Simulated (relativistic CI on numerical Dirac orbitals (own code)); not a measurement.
**Ni2+: K-beta X-ray emission**

Computed with this model: Dirac-Coulomb-Breit CI, KLI orbitals optimised for each configuration, QED by a radiative potential, valence Slater integrals scaled by 0.7, multiplet model of X-ray emission after core ionisation; configurations [Ar] 3d8 → 1s 2s2 2p6 3s2 3p6 3d8 → [Ne] 3s2 3p5 3d8; 300 K; Lorentzian 1.6 eV and Gaussian 1 eV FWHM. Energies are those of the free ion, without screening or charge transfer. S is read from ⟨S²⟩ = S(S + 1).

Field parameters in Wybourne normalisation: Oh B⁴₀ = 21Dq, B⁴₄ = √(5/14) B⁴₀. The field is a parameter set, without covalency.

Computed curve for Oh, 10Dq = 26150 cm⁻¹, scaled to 100 at the maximum (points under 2 are left out and the grid is thinned):

| Energy (eV) | Intensity |
| --- | --- |
| 8246.8 | 2.0 |
| 8247.2 | 2.5 |
| 8247.8 | 3.8 |
| 8248.2 | 5.1 |
| 8248.6 | 6.4 |
| 8249.0 | 7.3 |
| 8249.6 | 7.8 |
| 8250.0 | 8.3 |
| 8250.4 | 9.0 |
| 8251.0 | 9.6 |
| 8251.4 | 9.6 |
| 8251.8 | 9.9 |
| 8252.2 | 11.3 |
| 8252.8 | 15.9 |
| 8253.2 | 19.7 |
| 8253.6 | 22.7 |
| 8254.2 | 24.7 |
| 8254.6 | 25.0 |
| 8255.0 | 24.7 |
| 8255.4 | 23.3 |
| 8256.0 | 19.5 |
| 8256.4 | 17.2 |
| 8256.8 | 15.7 |
| 8257.4 | 15.7 |
| 8257.8 | 17.5 |
| 8258.2 | 20.6 |
| 8258.6 | 24.9 |
| 8259.2 | 32.7 |
| 8259.6 | 37.2 |
| 8260.0 | 39.5 |
| 8260.6 | 37.2 |
| 8261.0 | 32.8 |
| 8261.4 | 28.3 |
| 8262.0 | 24.1 |
| 8262.4 | 23.6 |
| 8262.8 | 24.7 |
| 8263.2 | 27.5 |
| 8263.8 | 37.1 |
| 8264.2 | 47.6 |
| 8264.6 | 59.7 |
| 8265.2 | 78.2 |
| 8265.6 | 89.6 |
| 8266.0 | 97.9 |
| 8266.4 | 100.0 |
| 8267.0 | 84.1 |
| 8267.4 | 63.1 |
| 8267.8 | 43.0 |
| 8268.4 | 23.8 |
| 8268.8 | 16.9 |
| 8269.2 | 12.6 |
| 8269.6 | 9.8 |
| 8270.2 | 7.1 |
| 8270.6 | 5.9 |
| 8271.0 | 5.0 |
| 8271.6 | 4.0 |
| 8272.0 | 3.5 |
| 8272.4 | 3.1 |
| 8272.8 | 2.7 |
| 8273.4 | 2.3 |
| 8273.8 | 2.1 |

The ground state has S = 1.00, and the centroid lies at 8262.25 eV.
